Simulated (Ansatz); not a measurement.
Ansatz (an electronic-structure program) input (wB97M-V/def2-TZVPD):

Ansatz 0.2 input:
```yaml
crystal:
  periodic: [false, false, false]
  atoms:
    - {symbol: C, position_ang: [-2.87399848, -0.43699330, -0.39995362]}
    - {symbol: C, position_ang: [-1.43998840, -0.72562350, -0.82934071]}
    - {symbol: C, position_ang: [-0.41921429, 0.01339793, 0.03741689]}
    - {symbol: C, position_ang: [1.00758881, -0.28600400, -0.40498415]}
    - {symbol: C, position_ang: [2.09509353, 0.33465907, 0.31154293]}
    - {symbol: O, position_ang: [1.86982116, 1.11149911, 1.28702783]}
    - {symbol: H, position_ang: [-3.04734821, -0.74673050, 0.63238022]}
    - {symbol: H, position_ang: [-3.58119250, -0.97378806, -1.03122909]}
    - {symbol: H, position_ang: [-3.10225438, 0.62788637, -0.47499342]}
    - {symbol: H, position_ang: [-1.24668301, -1.80149691, -0.77628880]}
    - {symbol: H, position_ang: [-1.30119641, -0.43671356, -1.87574069]}
    - {symbol: H, position_ang: [-0.54082890, -0.27393006, 1.08473346]}
    - {symbol: H, position_ang: [-0.59533467, 1.09066253, -0.01456475]}
    - {symbol: H, position_ang: [1.24591420, -1.36698198, -0.39949776]}
    - {symbol: H, position_ang: [1.19292128, -0.04026483, -1.46828402]}
    - {symbol: H, position_ang: [3.13314299, 0.14769400, 0.02798853]}
    - {symbol: H, position_ang: [2.66740341, 1.48505291, 1.71118562]}
basis:
  gaussian:
    orbitals: def2-TZVPD
hamiltonian:
  xc: {name: wB97M-V}
total_charge: 1
output: {forces: true}
```

End of the output:

```
Atom 3 at     1.007589    -0.286004    -0.404984 Å, force    -0.108303    -0.106636    -0.127000 eV/Å
Atom 4 at     2.095094     0.334659     0.311543 Å, force     0.036835     0.108063     0.132316 eV/Å
Atom 5 at     1.869821     1.111499     1.287028 Å, force     0.005311    -0.078990    -0.098316 eV/Å
Atom 6 at    -3.047348    -0.746730     0.632380 Å, force     0.012876     0.004703    -0.021335 eV/Å
Atom 7 at    -3.581192    -0.973788    -1.031229 Å, force     0.022949     0.013820     0.016018 eV/Å
Atom 8 at    -3.102254     0.627886    -0.474993 Å, force     0.013911    -0.021198    -0.000469 eV/Å
Atom 9 at    -1.246683    -1.801497    -0.776289 Å, force     0.001470     0.016968     0.005437 eV/Å
Atom 10 at    -1.301196    -0.436714    -1.875741 Å, force     0.002076     0.001786     0.017668 eV/Å
Atom 11 at    -0.540829    -0.273930     1.084733 Å, force    -0.004263    -0.006742    -0.002811 eV/Å
Atom 12 at    -0.595335     1.090663    -0.014565 Å, force    -0.004472    -0.001522    -0.007016 eV/Å
Atom 13 at     1.245914    -1.366982    -0.399498 Å, force     0.004492     0.055579     0.028969 eV/Å
Atom 14 at     1.192921    -0.040265    -1.468284 Å, force     0.006043     0.016728     0.060266 eV/Å
Atom 15 at     3.133143     0.147694     0.027989 Å, force    -0.017624     0.009983     0.013266 eV/Å
Atom 16 at     2.667403     1.485053     1.711186 Å, force    -0.036663    -0.045737    -0.054956 eV/Å
Dipole moment:     1.747499     0.311197     0.299653 e Å
```

It need not be the lowest isomer of its formula.
